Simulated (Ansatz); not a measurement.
Start from `[SiH3][AlH][Cl]` and change one element to get `[SiH3][AlH][Br]`.

Ansatz, PBE0-D4/def2-TZVP geometries, multiplicity 1. 

Scalar relativity is left out up to krypton.

| property | `[SiH3][AlH][Cl]` |
| --- | --- |
| HOMO energy (ωB97M-V/def2-TZVPP) / eV | -9.80 |
| HOMO–LUMO gap (ωB97M-V/def2-TZVPP) / eV | 9.45 |
| LUMO energy (PBE/def2-TZVPP) / eV | -2.77 |
| LUMO energy (PBE0/def2-TZVPP) / eV | -2.02 |
| LUMO energy (ωB97M-V/def2-TZVPP) / eV | -0.34 |
| HOMO energy (B3LYP/def2-TZVPP) / eV | -7.61 |

Task: What does the change do to each property? (Best estimate.)

Result: Ansatz gave: 
```csv
property,`[SiH3][AlH][Br]`,shift
HOMO energy (ωB97M-V/def2-TZVPP) / eV,-9.72,0.08
HOMO–LUMO gap (ωB97M-V/def2-TZVPP) / eV,9.30,-0.15
LUMO energy (PBE/def2-TZVPP) / eV,-2.83,-0.06
LUMO energy (PBE0/def2-TZVPP) / eV,-2.09,-0.07
LUMO energy (ωB97M-V/def2-TZVPP) / eV,-0.42,-0.08
HOMO energy (B3LYP/def2-TZVPP) / eV,-7.51,0.10
```

With PBE0 the HOMO rises by 0.09 eV and the LUMO falls by 0.07 eV, so the gap narrows by about 0.16 eV. PBE moves the HOMO by 0.09 eV and ωB97M-V by 0.08 eV.

B3LYP here is the variant with VWN-RPA as its local correlation; programs differ in this.

Spin–orbit coupling is left out; it splits and shifts lone-pair levels of the heavy atoms by tenths of an eV.
